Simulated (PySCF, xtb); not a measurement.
CH₄I₂OSi, SMILES I[SiH](OC)I. Atoms are numbered in the order given.

```xyz
9

Si    -0.5250    -0.0807     0.7360
I     -0.4244     1.8026    -0.8615
I      1.4167    -1.5496     0.5116
O     -1.8554    -1.0013     0.4383
C     -3.1969    -0.5657     0.3059
H     -0.5297     0.5052     2.0986
H     -3.8172    -1.4430     0.0731
H     -3.5679    -0.1086     1.2402
H     -3.2988     0.1691    -0.5111
```
Charge 0, spin multiplicity 1.

The structure is a stationary point at B3LYP-D3(BJ)/def2-SVP. The def2 effective core potentials stand for the cores of I; spin–orbit coupling is left out. Other conformers were not sampled.

These are PySCF 2.14.0 with C-PCM-B3LYP/def2-SVP values and carry that method's errors.

The values are the electrostatic part of the solvation free energy, E(continuum) − E(gas) at the gas-phase geometry, in a cavity of scaled van der Waals radii (PySCF's table); cavitation and dispersion terms are not included. In vacuum the orbital gap is 5.88 eV. The dipole moment in vacuum is 2.01 D.

Q: Estimate the values in water (ε = 78.36), dichloromethane (ε = 8.93), cyclohexanone (ε = 15.62). (The exact figures need the calculation; the answer reports its results.)

A: 
| solvent | ε | ΔG(elec) (kcal/mol) | dipole (D) | gap (eV) |
|---|---|---|---|---|
| water | 78.36 | -2.7 | 2.58 | 5.98 |
| dichloromethane | 8.93 | -2.4 | 2.51 | 5.97 |
| cyclohexanone | 15.62 | -2.6 | 2.54 | 5.97 |

For comparison, GFN2-xTB/ALPB(water) (xtb, at the GFN2-xTB geometry, all terms of that model) gives -3.5 kcal/mol.
